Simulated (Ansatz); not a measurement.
# A geometry optimisation of C2H4BF2+ with B3LYP/6-31G*

The starting geometry of this gas-phase singlet was optimised with GFN2-xTB; its bonds are those of `F[B+]CCF`.

```xyz
9

C     0.4379    1.3964    0.4591
C     1.1646    0.4414    1.4828
B    -1.0392    1.4586    0.5679
F    -2.2603    1.4484    0.6599
F     0.6262   -0.7928    1.3895
H     0.7025    1.0263   -0.5482
H     0.9181    2.3817    0.5477
H     1.0437    0.7893    2.5128
H     2.2233    0.3680    1.2129
```

Task: Where would you expect an optimisation with B3LYP/6-31G* to take it?

Result: It rearranges, giving a structure given below by its coordinates. Distances that change by over a tenth: C1–C2 (1.58 → 1.38 Å), C1–B3 (1.48 → 1.79 Å). Contacts that open: C2–F5 (1.35 → 2.94 Å). Contacts that close: B3–F5 (2.92 → 1.29 Å).

The energy falls by 1.67 eV over 42 steps:

```csv
step,E − E(last) (eV)
1,1.667
6,1.380
10,0.906
15,0.424
19,0.086
24,0.064
28,0.017
33,0.005
37,0.000
42,0.000
```

Final geometry (Å):

```xyz
9

C     0.7254    1.6715    0.6289
C     1.4837    0.6364    1.1321
B    -0.7168    0.6635    0.9593
F    -1.1274   -0.0552   -0.0276
F    -1.2835    0.8648    2.0983
H     0.6578    1.8030   -0.4537
H     0.5326    2.5436    1.2585
H     1.7099    0.5636    2.1971
H     1.8349   -0.1739    0.4915
```

The end wasn't checked by frequencies. Run with Ansatz 0.2.0, 4.8 min on 1 thread of AMD EPYC (Zen 3) (shared host).
